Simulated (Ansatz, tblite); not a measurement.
Removing an electron: Ga11N10H28⁻, a nanocrystal cut from wurtzite GaN (hydrogen-capped). Charge -1, multiplicity 1. Geometry: PBE-D4/def2-SVP. Ansatz, gas phase; energy differences of separate SCF runs; the oxidised species was run as a doublet alone.

```
atom   x (Å)   y (Å)   z (Å)
 Ga1   0.199   0.158   4.012
  N2   1.120   0.996   2.377
 Ga3   2.611  -1.950   0.883
  N4   3.493  -1.129  -0.817
 Ga5  -0.282  -2.516   2.051
  N6  -1.104  -1.011   3.081
  N7   0.711  -1.559   0.572
 Ga8   0.372   0.331   0.672
 Ga9   2.310  -0.038  -2.006
 N10   1.362   1.231  -0.826
Ga11  -2.520  -0.033   2.065
 N12  -1.474   0.865   0.585
Ga13  -1.664   2.794   0.909
Ga14   0.191   2.314  -1.993
 N15  -0.764   3.596  -0.790
Ga16   0.055  -2.284  -1.101
 N17   0.903  -1.254  -2.594
 N18  -1.861  -1.671  -1.152
Ga19  -2.272   0.299  -1.087
Ga20  -0.429  -0.365  -3.808
 N21  -1.167   1.044  -2.581
 H22   1.335  -0.682   4.748
 H23  -0.515   1.372   4.758
 H24   2.124   0.770   2.431
 H25   1.003   2.018   2.438
 H26   3.231  -1.016   2.030
 H27   2.989  -3.490   0.777
 H28   4.304  -0.567  -0.523
 H29   3.901  -1.897  -1.369
 H30   0.785  -3.288   2.954
 H31  -1.459  -3.361   1.354
 H32  -1.624  -1.484   3.839
 H33   3.194   0.652  -3.132
 H34   2.068   1.866  -0.423
 H35  -3.174   1.103   2.978
 H36  -3.487  -1.112   1.366
 H37  -0.666   3.307   2.055
 H38  -3.158   3.329   0.812
 H39   0.962   3.128  -3.118
 H40  -0.118   4.342  -0.495
 H41  -1.488   4.086  -1.336
 H42   0.194  -3.836  -1.392
 H43   1.348  -1.963  -3.197
 H44  -2.320  -2.089  -0.323
 H45  -2.323  -2.083  -1.976
 H46  -3.803   0.599  -1.368
 H47   0.336   0.330  -5.024
 H48  -1.596  -1.415  -4.139
 H49  -1.830   1.564  -3.177
```

The xTB rows come from tblite. B3LYP takes the VWN-RPA correlation. Single mean-field runs in def2-TZVP are fitted with def2-universal-jkfit.

| level | −HOMO (eV) | vertical IE (eV) | −LUMO (eV) | HOMO–LUMO gap (eV) |
| --- | --- | --- | --- | --- |
| GFN2-xTB | 8.34 | 10.01 | 4.04 | 4.30 |
| PBE0-D4/def2-TZVP | 4.15 | 5.49 | -2.09 | 6.24 |

(1) Estimate the rows for GFN1-xTB, B3LYP-D4/def2-TZVP.

## Answers

(1) 
```csv
level,−HOMO (eV),vertical IE (eV),−LUMO (eV),HOMO–LUMO gap (eV)
GFN1-xTB,6.14,7.88,1.67,4.47
B3LYP-D4/def2-TZVP,3.96,5.48,-1.83,5.80
```

Run but left out: PBE-D4/def2-TZVP (neutral doublet: an occupied level 0.10 eV above an empty one).  Raw xTB energy differences between charge states are shifted by several eV; the methods need an empirical correction for them.
